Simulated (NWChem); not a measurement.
System: C4H4ClF; SMILES C=C=C[C@H](F)Cl

Input file for NWChem:

```
start job
memory heap 200 mb stack 900 mb global 1100 mb
geometry units angstroms noautoz
  C      0.356691    -3.055171     0.267404
  C      0.026191    -1.872429    -0.174646
  C     -0.301688    -0.680012    -0.605408
  C     -0.417553     0.492788     0.313013
  F     -1.632051     1.100970     0.155061
  Cl     0.865656     1.738355    -0.067637
  H     -0.395198    -3.768445     0.599359
  H      1.396589    -3.372385     0.316170
  H     -0.502622    -0.486854    -1.657798
  H     -0.277326     0.230442     1.362017
end
basis spherical
  * library 6-31g*
end
dft
  xc r2scan
  iterations 150
  mulliken
end
task dft energy
```

Geometry: optimised at B3LYP/6-31G* (spherical d).

What results follow from this input? (r2SCAN/6-31G* (spherical d).) Quantities: energy (Ha); highest occupied level (eV); orbital gap (eV); dipole (D).


```json
{
  "energy (Ha)": "-714.61",
  "highest occupied level (eV)": "-6.94",
  "orbital gap (eV)": "5.61",
  "dipole (D)": "2.86"
}
```
